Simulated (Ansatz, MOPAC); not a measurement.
Molecule: NbO₂Cl, net charge 0, singlet state. SMILES: [Nb](=[O])(=[O])[Cl]

Atoms: Nb1, O2, O3, Cl4. Bonds: Nb1-O2, Nb1-O3, Nb1-Cl4.

Bond lengths (Å) and angles (degrees) optimised at PM6 with MOPAC; HF/STO-3G with Ansatz (a first-principles code); PBE/6-31G* with LANL2DZ past Ar with Ansatz, each started from the B3LYP-D3(BJ)/def2-TZVP structure (Ansatz) of the last column. A row stands for all coordinates that are equal there. 6-31G* holds six Cartesian d functions. No wavenumbers were computed at HF/STO-3G, PBE/6-31G* with LANL2DZ past Ar, so these may be saddle points.

```csv
coordinate,PM6,HF/STO-3G,PBE/6-31G* with LANL2DZ past Ar,B3LYP-D3(BJ)/def2-TZVP
Nb1-O2,1.728,1.652,1.739,1.714
Nb1-Cl4,2.301,2.336,2.341,2.340
O2-Nb1-O3,102.3,102.2,105.0,107.0
O2-Nb1-Cl4,98.7,115.8,110.3,114.1
```

Mean signed difference of all 3 bond lengths from B3LYP-D3(BJ)/def2-TZVP: PM6 -0.004 Å, HF/STO-3G -0.043 Å, PBE/6-31G* with LANL2DZ past Ar 0.017 Å.
